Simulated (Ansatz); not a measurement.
`C[Se][AlH2]` + `C[SiH3]` → `C[SiH2][Se]C` + `[AlH3]` at 500 K and 1 bar (formal exchange of groups at the Se–Al bond).

Computed with Ansatz on PBE0-D4/def2-TZVP structures; ΔE is electronic, products minus reactants. CCSD(T)/CBS is the MP2 limit (def2-TZVPP, def2-QZVPP) plus CCSD(T) − MP2 in def2-TZVPP, frozen cores. This one scheme is used for every species. For Se outer-core shells are correlated without core-valence functions, which leaves a few kJ/mol of doubt a bond. Scalar relativity is left out up to krypton. Each species was taken in one conformer, which may not be the lowest.

```json
{"species": "`C[Se][AlH2]`", "CCSD(T)/CBS energy (Eh)": "-2683.80327", "H − E (kJ/mol)": "173.4", "S (J/(mol·K))": "375.1"}
{"species": "`C[SiH3]`", "CCSD(T)/CBS energy (Eh)": "-330.73916", "H − E (kJ/mol)": "189.7", "S (J/(mol·K))": "296.8"}
{"species": "`C[SiH2][Se]C`", "CCSD(T)/CBS energy (Eh)": "-2770.73796", "H − E (kJ/mol)": "290.9", "S (J/(mol·K))": "433.7"}
{"species": "`[AlH3]`", "CCSD(T)/CBS energy (Eh)": "-243.78045", "H − E (kJ/mol)": "68.7", "S (J/(mol·K))": "232.2"}
```

H − E and S are ideal-gas, rigid-rotor, harmonic terms from PBE0-D4/def2-TZVP, for one conformer and one mirror image of each species. 1 Eh = 2625.50 kJ/mol, R = 8.31446 J/(mol·K).

By hand: ΔE, ΔH, ΔS and ΔG.

ΔE = (-2770.73796) + (-243.78045) − (-2683.80327) − (-330.73916) = 0.02402 Eh = 63.1 kJ/mol. Δ(H − E) = 290.9 + 68.7 − 173.4 − 189.7 = -3.5, so ΔH = 59.6 kJ/mol. ΔS = 433.7 + 232.2 − 375.1 − 296.8 = -6.0 J/(mol·K). ΔG = 59.6 − 500 × (-6.0)/1000 = 62.6 kJ/mol.

By hand: the equilibrium constant, and the temperature at which ΔG would vanish if ΔH and ΔS stayed fixed.

log₁₀ K = −ΔG/(RT ln 10) = -6.5. ΔH and −TΔS have one sign here, so there is no such temperature.

The number of gas molecules stays the same, so ΔS is small and ΔH decides. A doubt of 5 kJ/mol in ΔE shifts log₁₀ K by 0.5 here. Other conformers and mirror images would add mixing entropy, several J/(mol·K) or more a flexible species. Modes under 60 cm⁻¹, often nearly free rotors, make the harmonic entropy too high. These are equilibria of isolated gas molecules and say nothing of rates. Largest T1 diagnostic: 0.010 (customary marks: 0.02 for closed shells, 0.045 for open ones).

ΔS is within the doubt of such terms, so its sign, and with it that verdict, could turn.
